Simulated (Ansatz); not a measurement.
Geometry optimisation, RKS PBE-D4/6-31G* in Ansatz.

input.yaml

```yaml
crystal:
  periodic: [false, false, false]
  atoms:
    - { symbol: B, position_ang: [-0.116979, -0.31379, -0.150335] }
    - { symbol: H, position_ang: [-0.075986, -0.674696, 0.997212] }
    - { symbol: O, position_ang: [1.026828, -0.116648, -0.895235] }
    - { symbol: H, position_ang: [1.826448, -0.276263, -0.364235] }
    - { symbol: "N", position_ang: [-1.376264, -0.157383, -0.762923] }
    - { symbol: H, position_ang: [-2.255817, -0.256114, -0.26344] }
    - { symbol: H, position_ang: [-1.471731, 0.195879, -1.714338] }
    - { symbol: Cl, position_ang: [0.118666, 2.413908, 1.240976] }
    - { symbol: H, position_ang: [-0.263865, 1.134207, 1.372118] }
basis:
  gaussian: { orbitals: "6-31G*" }
hamiltonian:
  xc: pbe
  dispersion: d4
relax:
  f_tol: 0.03
  max_steps: 50
```

Run as:

```bash
$ ansatz run input.yaml --threads 1 --pin off --max-ram 2048MiB --backend cpu --events-out ev --progress --plain --runs-dir out
```

Problem. Where does it end, and by what steps?

Solution. It converged. After 15 steps the energy has fallen by 0.369 eV; H9 moved furthest, 1.02 Å.

```csv
step,energy less start (eV),largest force component (eV/Å),accepted
0,0.0000,0.856,yes
1,-0.0685,0.896,yes
2,-0.0764,1.177,yes
3,-0.1009,0.808,yes
4,-0.1310,0.490,yes
5,-0.1564,0.317,yes
6,-0.1910,0.372,yes
7,-0.2487,0.315,yes
8,-0.3061,0.805,yes
9,-0.3397,0.371,yes
10,-0.3489,0.336,yes
11,-0.3655,0.134,yes
12,-0.3668,0.161,yes
13,-0.3681,0.038,yes
14,-0.3686,0.035,yes
15,-0.3687,0.014,yes
```

```xyz
9
Properties=species:S:1:pos:R:3
B 0.093 -0.582 -0.154
H 0.168 -1.341 0.782
O 1.120 -0.379 -1.040
H 1.905 -0.895 -0.785
N -1.101 0.199 -0.336
H -1.972 -0.115 0.092
H -1.255 0.669 -1.231
Cl -0.714 2.754 1.443
H -0.833 1.639 0.689
```

The run took 41 s on 1 thread of Arm Neoverse V1, on a shared host, peak memory 0.15 GiB.
